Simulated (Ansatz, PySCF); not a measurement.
Donor–acceptor adduct: AlH3 (SMILES [AlH3]) (first 4 atoms) with H2O (SMILES O); geometry from B3LYP-D3(BJ)/def2-TZVP, rigid monomers moved along the line of their centres of mass till Al1···O5 is 1.84 Å.
(charge 0, multiplicity 1):
```xyz
7

Al    -0.02131     0.21827     0.32569
H      0.60330    -0.93481    -0.56573
H     -1.60833     0.38573     0.33738
H      0.86874     1.50996     0.61919
O      0.09993    -0.47430     2.02595
H     -0.76512    -0.57590     2.44356
H      0.64803     0.07032     2.60562
```

Monomers are frozen at their geometry in the pair; levels with a basis set take the counterpoise correction. Rows marked so take none.

Correlated levels freeze the cores. CBS: X⁻³ extrapolation of the correlation energy, Hartree–Fock from the larger set. Rows in 6-31G* carry no dispersion term and start afresh at each structure (6-31G* with six Cartesian d functions). MP2/6-31G* freezes PySCF's default core.

Codes used: Ansatz (Gaussian orbitals); PySCF for 6-31G* rows, the dispersion terms. Values without a source in brackets are computed.

Problem. Give the interaction energy at the level CCSD(T)/CBS(aug-cc-pV(D+d)Z, aug-cc-pV(T+d)Z).

Solution. -19.4 kcal/mol

Problem. Predict the interaction energy from MP2/6-31G* (no counterpoise).

Solution. -22.6 kcal/mol

Problem. Give the interaction energy at the level PBE0-D4/def2-TZVPPD.

Solution. -20.1 kcal/mol

Ansatz is an electronic-structure program.
